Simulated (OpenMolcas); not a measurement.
Computed levels of 5d2 in ions with 70 electrons, in cm-1 above 3F2.

```json
{"Program": "OpenMolcas 26.06", "Method": "CASSCF", "Basis": "ANO-R2", "Scalar Hamiltonian": "X2C, finite nucleus", "Spin-orbit coupling": "state interaction with AMFI integrals over the reference wave functions, term energies averaged over their components"}
```

Active space for each ion: 2 electrons in 10 orbitals (5d 6d).

```csv
Level,Hf2+,Ta3+,W4+,Os6+,Ir7+
3F3,3440,4756,6574,10209,12436
3F4,6781,9189,12345,18416,21933
3P0,10846,12958,14764,18160,19747
3P1,12511,15411,18365,24187,27354
3P2,16163,20603,25579,35442,41044
1G4,16580,20701,24949,33520,38335
1S0,33949,42203,49305,63358,70652
```

Question: Estimate 3F4, 3P0, 3P1 for Re5+ from its neighbours W4+ and Os6+.

Answer: 3F4 is fine structure, which grows about as the fourth power of a screened charge, so the fourth roots are averaged: ((12345^0.25 + 18416^0.25) / 2)^4 = 15154. The calculation gives 15048, so the estimate is off by +0.7 %.
3P0 is another term, which grows about linearly with the charge: (14764 + 18160) / 2 = 16462. The calculation gives 16525, so the estimate is off by -0.4 %.
3P1 is another term, which grows about linearly with the charge: (18365 + 24187) / 2 = 21276. The calculation gives 21143, so the estimate is off by +0.6 %.

Mixed levels, with the weight of the term that names them: Hf2+ 3P2 (65 %), Ta3+ 3P2 (62 %), W4+ 3P2 (59 %), Re5+ 3P2 (58 %), Os6+ 3P2 (56 %), Ir7+ 3P2 (55 %).

Without dynamic correlation excited terms often stand tens of per cent too high (terms of higher spin than the ground term too low), and those without a measured partner can miss by more than the paired ones. Active for correlation alone: 6d; no level in the range computed is led by a configuration that fills it, so any true level of that kind is missing. Only configurations of the active space appear.
